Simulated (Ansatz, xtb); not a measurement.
# Relative energy of two isomers of C2H6B2F2

Structure I is `B[C@H](C)B(F)F`, a singlet and structure II is `CB(C)B(F)F`, a singlet. Both are isolated molecules in the gas phase, relaxed with PBE-D3(BJ)/def2-SVP; the shapes shown needn't be the lowest conformers.

I (Å):

```yaml
atoms:
  - { symbol: C, position_ang: [0.6514, -1.2515, 0.0206] }
  - { symbol: C, position_ang: [0.5138, -1.4345, 1.5400] }
  - { symbol: B, position_ang: [-0.6574, -1.0422, -0.8017] }
  - { symbol: B, position_ang: [1.5426, -0.0225, -0.4053] }
  - { symbol: F, position_ang: [1.7768, 0.9876, 0.4348] }
  - { symbol: F, position_ang: [2.1010, 0.0666, -1.6125] }
  - { symbol: H, position_ang: [-0.6401, -1.1171, -2.0161] }
  - { symbol: H, position_ang: [-1.7029, -0.7691, -0.2383] }
  - { symbol: H, position_ang: [1.1859, -2.0917, -0.4878] }
  - { symbol: H, position_ang: [-0.0083, -0.5698, 1.9949] }
  - { symbol: H, position_ang: [-0.0778, -2.3392, 1.7837] }
  - { symbol: H, position_ang: [1.4958, -1.5303, 2.0458] }
```

II (Å):

| atom | x (Å) | y (Å) | z (Å) |
| --- | --- | --- | --- |
| C | 0.4284 | -0.6424 | 2.6466 |
| C | 1.4355 | 0.3435 | 0.3125 |
| B | 0.2036 | -0.0114 | 1.2236 |
| B | -1.3853 | 0.2898 | 0.6654 |
| F | -1.9671 | 1.4936 | 0.7597 |
| F | -2.1437 | -0.6600 | 0.1004 |
| H | -0.3250 | -0.3835 | 3.4173 |
| H | 1.4516 | -0.5139 | 3.0555 |
| H | 0.2986 | -1.7394 | 2.4661 |
| H | 2.3832 | -0.1584 | 0.5964 |
| H | 1.5905 | 1.4357 | 0.5017 |
| H | 1.2719 | 0.2582 | -0.7804 |

Quicker runs give these differences E(II) − E(I): GFN2-xTB +50.4 kJ/mol; HF/STO-3G +6.7 kJ/mol (at GFN2-xTB geometries); r2SCAN-D4/def2-SVP −15.1 kJ/mol (at GFN2-xTB geometries).

Question: Estimate E(II) − E(I) at the level CCSD(T)/def2-SVP + ΔMP2/def2-TZVPP.

Answer: Calculated at CCSD(T)/def2-SVP + ΔMP2/def2-TZVPP: E(II) − E(I) = −20.5 kJ/mol, so structure II lies lower.

How the difference moves with the method:

| level | geometry | E(II) − E(I) (kJ/mol) | departure from the last row (kJ/mol) | job, with rough time for the two |
| --- | --- | --- | --- | --- |
| GFN2-xTB | GFN2-xTB | +50.4 | +70.9 | optimisation, 0.15 s |
| HF/STO-3G | GFN2-xTB | +6.7 | +27.2 | single point, 0.34 s |
| r2SCAN-D4/def2-SVP | GFN2-xTB | −15.1 | +5.4 | single point, 3.9 s |
| PBE-D3(BJ)/def2-SVP | PBE-D3(BJ)/def2-SVP | −25.2 | −4.6 | optimisation, 70 s |
| HF/def2-SVP | PBE-D3(BJ)/def2-SVP | −14.1 | +6.4 | part of the CCSD(T) run |
| MP2/def2-SVP | PBE-D3(BJ)/def2-SVP | −10.3 | +10.2 | part of the CCSD(T) run |
| CCSD(T)/def2-SVP | PBE-D3(BJ)/def2-SVP | −12.7 | +7.8 | single point |
| CCSD(T)/def2-SVP + ΔMP2/def2-TZVPP | PBE-D3(BJ)/def2-SVP | −20.5 |  | single point, 50 s |

As drawn, II has 1 B–B, 2 C–H in place of 1 C–C, 2 B–H.

GFN2-xTB, HF/STO-3G put the two in the other order. The largest departure from CCSD(T)/def2-SVP + ΔMP2/def2-TZVPP is that of GFN2-xTB, 70.9 kJ/mol. The last row adds to CCSD(T) the change of the MP2 difference between the two basis sets, here −7.8 kJ/mol.

With thermal terms from frequencies at re-optimised GFN2-xTB minima (ideal gas, soft modes damped towards free rotors, one conformer each, 298.15 K, 1 atm): the zero-point term adds +2.7 kJ/mol; ΔH is −15.7 and ΔG −20.9 kJ/mol.

The correlated steps freeze 6 core orbitals. Mirror images aren't counted in ΔG. Programs: Ansatz 0.2.0, xtb 6.7.1; the last row on 2 threads of Arm Neoverse V1 on a shared host.
